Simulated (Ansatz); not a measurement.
H2Zn (SMILES [ZnH2]), singlet, at a GFN2-xTB geometry (such geometries of metal compounds can be far from the true shape); WB97X/6-31G** (Ansatz, a first-principles code).

The Ansatz input:
Ansatz 0.2 input:
```yaml
crystal:
  periodic: [false, false, false]
  atoms:
    - {symbol: Zn, position_ang: [0.00000000, 0.00000000, 0.00000000]}
    - {symbol: H, position_ang: [-0.00000000, -0.00000000, -1.49925704]}
    - {symbol: H, position_ang: [0.00000000, 0.00000000, 1.49925704]}
basis:
  gaussian:
    orbitals: 6-31G__.json
hamiltonian:
  xc: {name: wB97X}
accuracy: high
```
The basis file holds 6-31G** in the JSON format of the Basis Set Exchange.

Predict the main parts of the log of this Ansatz run.


```
Functional definition: wB97X
818 factors; integrals over basis functions are off by at most 4.5e-9 eV
164 factors; integrals over basis functions are off by at most 1.6e-9 eV
mean field evaluation 1: about -48442.8421 eV, gradient 2.1e1 eV
mean field evaluation 2: about -48442.9563 eV, gradient 2.3e1 eV
mean field evaluation 4: about -48443.3912 eV, gradient 3.8e-1 eV
mean field evaluation 8: about -48443.3942 eV, gradient 3.1e-3 eV
mean field evaluation 16: about -48443.3942 eV, gradient 5.5e-8 eV
mean field -48443.39423916 eV, -1780.2619021770 hartree, gradient 5.4e-8 eV, S^2 0.000000; 0 other end points of the search recorded, 0 dependent functions left out
reference -48443.39423630 eV, -1780.2619020719 hartree; 16, 16 occupied and 30, 30 virtual orbitals, 818 factors
Total energy: -48443.39423630 eV, -1780.2619020719 hartree
```
